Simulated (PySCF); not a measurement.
## Frontier levels across methods

Compound: C₂H₅NSi.
Geometry (PBE0-D3(BJ)/def2-SVP, Å), atoms numbered from 1 in this order:
```
atom  x, y, z in Å
C1    -1.2444    0.4405    0.0089
Si2    0.3175   -0.5822   -0.0377
C3     1.7869    0.5558    0.1141
N4     2.6879    1.2799    0.2086
H5    -1.3171    0.9965    0.9553
H6    -2.1262   -0.2122   -0.0801
H7    -1.2612    1.1627   -0.8208
H8     0.4841   -1.3131   -1.3250
H9     0.4076   -1.5390    1.1004
```

Basis pcSseg-2 throughout (PySCF), one geometry. Geometry: PBE0-D3(BJ)/def2-SVP; no solvent, vibrations or thermal averaging.

Q: How do the orbital energies, the gap and the dipole change with the method?

A: 
```
   method                    kind  HOMO (eV)  LUMO (eV)  gap (eV)  μ (D)  SCF cycles
     BLYP                     GGA      -8.07      -1.44      6.63   3.96          14
    B97-D                     GGA      -8.18      -1.45      6.73   3.96          14
     OPBE                     GGA      -8.20      -1.44      6.76   3.92          15
      KT2                     GGA      -8.20      -1.57      6.63   3.95          15
      PBE                     GGA      -8.22      -1.56      6.66   3.96          14
      KT3                     GGA      -8.24      -1.56      6.68   3.91          14
     BP86                     GGA      -8.30      -1.60      6.70   3.97          14
      LDA                     LDA      -8.36      -1.77      6.60   4.08          14
    B97-2           global hybrid      -9.25      -0.66      8.60   4.01          13
    B3LYP           global hybrid      -9.28      -0.87      8.41   4.02          14
     PBE0           global hybrid      -9.52      -0.64      8.88   4.03          14
 mPW1PW91           global hybrid      -9.55      -0.65      8.90   4.03          14
BHandHLYP           global hybrid     -10.71       0.22     10.93   4.10          12
CAM-B3LYP  range-separated hybrid     -10.92       0.34     11.26   4.07          13
  wB97X-D  range-separated hybrid     -11.41       1.13     12.53   4.03          13
  LC-wPBE  range-separated hybrid     -12.35       1.49     13.85   4.06          13
       HF            Hartree–Fock     -12.57       2.14     14.71   4.18          10
```

The HOMO spans 4.50 eV, from BLYP down to HF, and the gap runs from 6.60 eV (LDA) to 14.71 eV (HF). Over the methods BLYP (0 %), B97-D (0 %), OPBE (0 %), KT2 (0 %), PBE (0 %), KT3 (0 %), BP86 (0 %), LDA (0 %), B97-2 (21 %), B3LYP (20 %), PBE0 (25 %), mPW1PW91 (25 %), BHandHLYP (50 %), HF (100 %), a straight line through the gap against the share of exact exchange rises by 0.82 eV for each 10 % (correlation coefficient 0.999). The dipole ranges from 3.91 D (KT3) to 4.18 D (HF). This basis has no diffuse functions.
